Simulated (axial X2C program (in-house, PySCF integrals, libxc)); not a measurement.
**OsH⁺: from Re and ωe to a spectrum**

A bond curve at the PBE0 level, 2c, was computed with an axial X2C code built on PySCF integrals (basis Os dyall-cv3z [13s14p9d6f4g], H dyall-v3z [6s2p1d] (cores contracted in-house)) for the state Ω = 3 (⟨Sz⟩ = 1.93, ⟨Lz⟩ = 1.07 at PBE0). Its fit gives Re = 1.5911 Å, ωe = 2220.7 cm⁻¹, ωexe = 35.4 cm⁻¹ and αe = 1.687e-01 cm⁻¹; the masses are 191.9615 and 1.0078 u. Two-component means X2C with spin–orbit coupling and atomic mean-field Coulomb and Gaunt terms.

(1) Find the reduced mass, Be and the force constant.

(2) Estimate the centrifugal constant by the Kratzer relation.

(3) Where do the fundamental and the first overtone lie?

(4) Scale the constants to the deuteride (D 2.0141 u) within the Born–Oppenheimer picture.

(5) Estimate De from a Morse curve and compare with the computed well depth of 2.827 eV to Os+ + H.

Occupations by symmetry block were frozen at the best pattern of an incomplete PBE0 search. Dissociation energies refer to the lowest single-determinant-based atoms at the same level and basis. Density functionals use the spin component along the axis (collinear). PBE0 can misorder states that lie within some tenths of an eV, so this need not be the ground state of the molecule. The nearest other 2c determinant of the search, Ω = 4, lies 0.18 eV up at the distance of the search. The functionals have no current-density term, which raises determinants with orbital currents, atoms included. With several unpaired electrons one determinant need not be a pure state. Open-shell Ω = 0 determinants with evenly filled partner blocks cannot be reached by this program, so the Ω shown need not be the lowest component.

Results:

(1) From the PBE0 values: μ = 1.0025 u. Be = 16.8576/(μ Re²) = 6.642 cm⁻¹. k = 5.8918×10⁻⁷ μ ωe² = 2.91 mdyn/Å.

(2) D = 4Be³/ωe² = 2.38e-04 cm⁻¹.

(3) ν(1←0) = ωe − 2ωexe = 2149.9 cm⁻¹; ν(2←0) = 2ωe − 6ωexe = 4229.0 cm⁻¹.

(4) ρ = √(μH/μD) = 0.7092; ωe = 1574.9, ωexe = 17.8, Be = 3.341 cm⁻¹; the zero-point energy falls by 318 cm⁻¹.

(5) De(Morse) = ωe²/(4ωexe) = 4.318 eV against 2.827 eV computed, a ratio of 1.53. The extrapolation overshoots: the well softens faster than a Morse curve, or the lowest atomic limit lies below the one to which the curve heads.
